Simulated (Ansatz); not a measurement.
## Worked example: BH(NH2)2 + GeH3(NH2) → B(NH2)3 + GeH4

Species: BH(NH2)2, singlet; GeH3(NH2), singlet; B(NH2)3, singlet; GeH4 `[GeH4]`, singlet. The partners trade H for NH2: B–H and Ge–NH2 bonds give way to B–NH2 and Ge–H.

Shapes, held fixed at every level: PBE0-D4/def2-TZVP. Programs: Ansatz 0.2.0. Electronic energies: no zero-point or thermal term.

At CCSD(T)/def2-TZVPP; 1 Eh = 2625.50 kJ/mol:

| species | energy (Eh) |
| --- | --- |
| BH(NH2)2 | -137.220261 |
| GeH3(NH2) | -2133.280548 |
| B(NH2)3 | -192.538875 |
| GeH4 | -2077.986460 |

**Question.** Work out ΔE of the reaction at this level.

**Answer.** 
1. Products less reactants: (-192.538875) + (-2077.986460) − [(-137.220261) + (-2133.280548)] = -0.024526 Eh = -64.4 kJ/mol.

Other levels give -78.4 (SPW92/def2-TZVPP) to -65.9 kJ/mol (PBE-D4/def2-TZVPP). No measured value is set beside it here. Relativity is left out for Ge unless named. Correlated rows may include outer-core shells of Ge, which these sets cover unevenly.
